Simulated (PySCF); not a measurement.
Input file for PySCF: R-HF/3-21G on AlH5N2O (SMILES [NH2][Al]([NH2])[OH]), a point of a torsion scan.

```python
from pyscf import gto, scf, dft, mp
from pyscf.data.elements import chemcore

mol = gto.M(
    atom='''
    N     1.10742856   -1.24070156    0.18506967
    Al    0.54411492    0.37299049   -0.36862413
    N    -0.09558741    1.48712186    0.86439825
    O     0.62836858    0.84984706   -1.94684708
    H     2.06497114   -1.36467217    0.48468130
    H     0.86961999   -2.05851729   -0.36425390
    H    -0.20758841    1.24256984    1.83487077
    H    -0.42674515    2.42679684    0.70886554
    H     0.57899767    1.30602788   -2.77262420
    ''',
    basis='3-21g',
    charge=0, spin=0, verbose=3, max_memory=1800)
mf = scf.RHF(mol)
mf.conv_tol = 1e-8
mf.max_cycle = 100
mf.kernel()
if not mf.converged:
    mf = mf.newton().run(mf.mo_coeff, mf.mo_occ)
```

Q: Give the final energy of this run.

A: -426.3723 hartree.
